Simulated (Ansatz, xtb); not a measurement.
## Relaxing a trial structure of CH4FSn

The starting geometry of this gas-phase doublet has its atoms placed at random.

```xyz
7

C    -0.7667    1.1197    1.0135
F     0.5976    1.0911    1.6334
Sn    1.1515    0.7669   -0.4218
H     0.3849   -0.4570   -2.0502
H     1.3885   -0.7803    0.1997
H    -0.9229    2.0840    0.0159
H     1.3642   -0.6800   -1.6968
```

Task: Guess where an optimisation with r2SCAN-D4/def2-SVP ends from this start.

Result: It loosens into CH2FSn + H2, which stay close as a complex. Distances that change by over a tenth: C1–F2 (1.50 → 1.33 Å), C1–Sn3 (2.42 → 2.18 Å), Sn3–H4 (2.18 → 2.87 Å). Contacts that open: F2–Sn3 (2.15 → 3.13 Å), Sn3–H7 (1.94 → 2.82 Å). Contacts that close: C1–H6 (1.40 → 1.11 Å), H4–H7 (1.06 → 0.76 Å).

The energy falls by 4.78 eV over 22 steps:

```tsv
step	E − E(last) (eV)
1	4.785
3	1.925
6	0.715
8	0.381
10	0.181
13	0.016
15	0.004
17	0.002
20	0.000
22	0.000
```

Final geometry (Å):

```tsv
atom	x (Å)	y (Å)	z (Å)
C	-0.0781	1.4200	0.6248
F	-0.5981	0.5468	1.4897
Sn	1.7677	1.1015	-0.4838
H	0.3891	-0.6857	-2.2485
H	2.0134	-0.4365	0.3745
H	-0.7322	2.3101	0.5548
H	0.4352	-1.1118	-1.6179
```

From the same start GFN2-xTB reaches the same bonding as this run.

From so rough a start the end depends on the optimiser's path, so another program may land elsewhere. The end wasn't checked by frequencies. Open shells are spin-unrestricted. Atoms past krypton carry core potentials, without spin–orbit terms. Run with Ansatz 0.2.0, 4.9 min on 1 thread of Intel(R) Xeon(R) Processor @ 2.50GHz (Skylake/Cascade Lake) (shared host).
